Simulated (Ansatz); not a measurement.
`C[Si](O)(Br)O[SiH3]` and `C[Si](N)(O)Br` differ in one atom or group.

Ansatz, PBE0-D4/def2-TZVP geometries, multiplicity 1. Each molecule was computed in one conformer, which needn't be the lowest.

Scalar relativity is left out up to krypton. Spin–orbit coupling is left out; it splits and shifts lone-pair levels of the heavy atoms by tenths of an eV.

```csv
property,`C[Si](O)(Br)O[SiH3]`
HOMO–LUMO gap (ωB97M-V/def2-TZVPP) / eV,12.30
LUMO energy (ωB97M-V/def2-TZVPP) / eV,1.62
LUMO energy (PBE0/def2-TZVPP) / eV,0.05
HOMO energy (PBE0/def2-TZVPP) / eV,-8.41
HOMO–LUMO gap (PBE0/def2-TZVPP) / eV,8.46
size of the dipole moment (B3LYP/def2-TZVPP) / D,0.84
```

Task: What does the change do to each property? (An estimate is asked.)

Result: Ansatz gave: 
```tsv
property	`C[Si](N)(O)Br`	shift
HOMO–LUMO gap (ωB97M-V/def2-TZVPP) / eV	12.04	-0.26
LUMO energy (ωB97M-V/def2-TZVPP) / eV	2.06	0.44
LUMO energy (PBE0/def2-TZVPP) / eV	0.66	0.61
HOMO energy (PBE0/def2-TZVPP) / eV	-7.68	0.73
HOMO–LUMO gap (PBE0/def2-TZVPP) / eV	8.34	-0.12
size of the dipole moment (B3LYP/def2-TZVPP) / D	1.17	0.33
```

With PBE0 the HOMO rises by 0.73 eV and the LUMO rises by 0.61 eV, so the gap narrows by about 0.12 eV. PBE moves the HOMO by 0.77 eV and ωB97M-V by 0.70 eV. Dipoles are sizes alone; their direction can turn.

B3LYP here is the variant with VWN-RPA as its local correlation; programs differ in this.
